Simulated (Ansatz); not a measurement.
**Reading a saddle point**

A first-order saddle point of SiHClF4, closed shell, PBE0-D4/def2-TZVP, with one imaginary mode of 656i cm⁻¹:

```csv
atom,x (Å),y (Å),z (Å)
Si1,-0.4166,-0.3012,-0.0554
F2,1.2291,-0.4393,0.5865
F3,-0.1406,-1.4673,-1.0742
F4,-1.6910,0.3628,-0.7340
F5,-1.0201,-0.6862,1.3451
H6,1.4291,0.7495,0.2799
Cl7,0.6103,1.7818,-0.3477
```

Program: Ansatz 0.2.0. Basis: def2-TZVPP and def2-QZVPP. Cores are frozen in the correlated methods. Extrapolation: Hartree–Fock as exp(−7.88 √X), correlation as X^−2.97.

Problem. Which contacts change along the imaginary mode, and what lies on either side? (Judge from chemistry; the calculation decides.)

Solution. The calculation gives: The step is SiF₄ ([F][Si]([F])([F])[F]) + HCl → SiClF₃ ([F][Si]([F])([F])[Cl]) + HF, with the molecules in contact on both sides. Shortening one way: Si1–Cl7, F2–H6; lengthening the same way: Si1–F2, H6–Cl7.
```
   pair  one side (Å)  saddle (Å)  other side (Å)
Si1–Cl7          3.68        2.34            2.01
  F2–H6          2.75        1.24            0.92
 Si1–F2          1.57        1.77            3.17
 H6–Cl7          1.28        1.46            3.13
```

Problem. Which side is lower, and how far does the saddle lie above each? (To be estimated.)

Solution. The calculation gives: The side with Si1–F2, H6–Cl7 short is lower by 54.0 kJ/mol; the saddle lies 179.6 kJ/mol above it and 125.6 kJ/mol above the other (CCSD(T) at an estimated basis limit (MP2 extrapolated from triple and quadruple zeta, plus CCSD(T) − MP2 in triple zeta); electronic energies).

The T1 diagnostic stays at or below 0.012.

Labels in which every atom is bracketed show which atoms are joined, not bond orders.

For scale, one of the runs: CCSD(T)/def2-TZVPP, 222 basis functions, launched by `ansatz run in.yaml --threads 8 --pin off --events-out ev --progress --plain --max-ram 19148MiB`. Time: 73 s of wall clock on 8 CPU threads of an Arm Neoverse V2; the host was shared. Peak host memory: 3.8 GiB.
